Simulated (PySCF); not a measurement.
C2H8BNO.
Numbering: `[CH3:1][NH:2][B:3]([CH3:4])[OH:5]` (hydrogens: H6, H7, H8 on C1; H9 on N2; H10, H11, H12 on C4; H13 on O5)

Method: PBE0-D3(BJ)/def2-SVP geometry optimisation, gas phase in PySCF 2.14.0; density fitting, grid level 1; the optimiser is geomeTRIC in internal coordinates, started from a GFN2-xTB structure with every atom displaced at random (about 0.01 Å).

Geometry at step 3:
```
atom  x, y, z in Å
C1      1.5663   -0.8535   -0.1940
N2      1.0131    0.4493    0.0334
B3     -0.3560    0.7576    0.1353
C4     -1.4903   -0.3462    0.0229
O5     -0.6376    2.0940    0.3121
H6      0.7619   -1.5940   -0.3060
H7      2.1738   -0.8948   -1.1156
H8      2.2075   -1.1967    0.6353
H9      1.6784    1.2091    0.1368
H10    -1.3981   -1.1103    0.8144
H11    -1.4224   -0.8815   -0.9374
H12    -2.5061    0.0765    0.0859
H13    -1.5789    2.2753    0.3720
```

Task: What forces act on the atoms?

Result: 
```json
{"atom": "C1", "Fx (eV/Å)": "0.152", "Fy (eV/Å)": "0.020", "Fz (eV/Å)": "-0.052"}
{"atom": "N2", "Fx (eV/Å)": "-0.101", "Fy (eV/Å)": "-0.206", "Fz (eV/Å)": "0.038"}
{"atom": "B3", "Fx (eV/Å)": "-0.023", "Fy (eV/Å)": "0.262", "Fz (eV/Å)": "-0.050"}
{"atom": "C4", "Fx (eV/Å)": "-0.011", "Fy (eV/Å)": "-0.014", "Fz (eV/Å)": "0.032"}
{"atom": "O5", "Fx (eV/Å)": "-0.126", "Fy (eV/Å)": "0.092", "Fz (eV/Å)": "0.065"}
{"atom": "H6", "Fx (eV/Å)": "0.018", "Fy (eV/Å)": "0.037", "Fz (eV/Å)": "0.008"}
{"atom": "H7", "Fx (eV/Å)": "0.025", "Fy (eV/Å)": "-0.030", "Fz (eV/Å)": "-0.018"}
{"atom": "H8", "Fx (eV/Å)": "0.056", "Fy (eV/Å)": "-0.030", "Fz (eV/Å)": "0.062"}
{"atom": "H9", "Fx (eV/Å)": "-0.052", "Fy (eV/Å)": "-0.086", "Fz (eV/Å)": "-0.046"}
{"atom": "H10", "Fx (eV/Å)": "-0.014", "Fy (eV/Å)": "0.055", "Fz (eV/Å)": "-0.027"}
{"atom": "H11", "Fx (eV/Å)": "-0.013", "Fy (eV/Å)": "-0.023", "Fz (eV/Å)": "-0.035"}
{"atom": "H12", "Fx (eV/Å)": "0.022", "Fy (eV/Å)": "-0.015", "Fz (eV/Å)": "0.021"}
{"atom": "H13", "Fx (eV/Å)": "0.068", "Fy (eV/Å)": "-0.061", "Fz (eV/Å)": "0.000"}
```

The largest, 0.27 eV/Å, acts on B3; the rms over all components is 0.075 eV/Å. The forces sum to zero within rounding, as they must for an isolated molecule in no field.

Task: Give the force on B3 in Eh/bohr and in nN.

Result: 0.267 eV/Å ÷ 51.422 = 0.00520 Eh/bohr, and 0.267 eV/Å × 1.602 = 0.43 nN.

Task: How far is this geometry from the end of the optimisation?

Result: 0.010 eV above it, and 0.034 Å rms away after alignment. The bonds farthest from their final lengths, with half the difference of the two atoms' forces along the bond (positive lengthens):

```tsv
bond	now (Å)	final (Å)	force along bond (eV/Å)
C1–H8	1.103	1.105	+0.02
N2–B3	1.407	1.409	+0.01
C4–H10	1.104	1.103	-0.05
```

The angle farthest from its final value is C1–N2–B3, 125.9° against 128.4°.

What follows is the cost of the whole optimisation. Hardware: an Arm Neoverse V1 with one thread, no GPU (shared host). Cost: 32 s wall, 0.45 GiB resident at most.
